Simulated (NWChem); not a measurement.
# MgCl, doublet; SMILES [Cl][Mg]

```xyz
2

Mg     0.0000     0.0000    -1.2958
Cl     0.0000     0.0000     0.9147
```
Atoms are numbered in this order, from 1.

Results from NWChem. Pople sets run with spherical d functions. Spin-unrestricted. All runs use the structure optimised with PBE0-D3(BJ)/def2-TZVP, spin-unrestricted. This spin state was assumed; another may lie lower. No stability test was run on the SCF state. B3LYP is NWChem's, with the RPA form of VWN correlation.

Q: Taking B3LYP/6-311++G** as the yardstick, which of these has the fewest basis functions while keeping “dipole (D)” within 0.2 D of it: B3LYP/6-31G*; B3LYP/3-21G; B3LYP/STO-3G; B3LYP/6-311G**; B3LYP/6-31+G*?

A: B3LYP/6-31+G*.
```
level             basis functions  dipole (D)
----------------  ---------------  ----------
B3LYP/STO-3G                   18        5.91
B3LYP/3-21G                    26        3.90
B3LYP/6-31G*                   36        3.41
B3LYP/6-31+G*                  44        3.63
B3LYP/6-311G**                 52        3.73
B3LYP/6-311++G**               60        3.66
```

The yardstick is one finite set, not the basis-set limit.
